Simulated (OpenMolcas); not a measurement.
An OpenMolcas run meant for Cu7+ (ANO-RCC-VTZP, DKH2; inactive shells 1s 2s 2p 3s 3p; intended active space 4 electrons in 5 orbitals (3d)). One step of its input:

```
&CASPT2
Multistate=5 1 2 3 4 5
Frozen=2 3
IPEA=-0.5
Imaginary=0.1
MaxIter=60
WThr=0.0 0.3 0.05
PrWF=0.5
NoMix
```

The run finished. Its levels beside those of a sound run (SS-CASPT2, IPEA 0.25 Eh, imaginary shift 0.1 Eh (closed shells correlated: 3s 3p)), in cm⁻¹ above each run's lowest level:

```csv
Level,This run,Usual run
3d⁴ ⁵D₀,0.0,0.0
3d⁴ ⁵D₁,394,390
3d⁴ ⁵D₂,1127,1119
3d⁴ ⁵D₃,2132,2123
3d⁴ ⁵D₄,3359,3354
3d⁴ ³P₀,31678,33290
3d⁴ ³H₄,34361,35528
3d⁴ ³P₁,33989,35591
3d⁴ ³H₅,35281,36433
3d⁴ ³H₆,36232,37360
3d⁴ ³F₂,36791,38578
3d⁴ ³F₃,36868,38644
3d⁴ ³F₄,37349,39084
3d⁴ ³P₂,37564,39173
```

**Question.** Which setting is unsound, and how much does it matter here?

**Answer.** The IPEA shift is negative. Against the sound run the excited levels shown move by 1000 cm-1 on average and by 1800 cm-1 at most.

Term energies are means over components that CASPT2 splits; among the terms shown or strongly mixed into the levels shown the widest spread is 870 cm-1 (3d⁴ ³G, this run). Some high roots are left out of the spin-orbit mixing, which shifts the levels that they would mix with. The CASPT2 spread within a term exceeds the gap to the next term for 3d⁴ ³H and 3d⁴ ³P, so the order of their levels is uncertain (holds for this run). Only configurations of the active space appear.
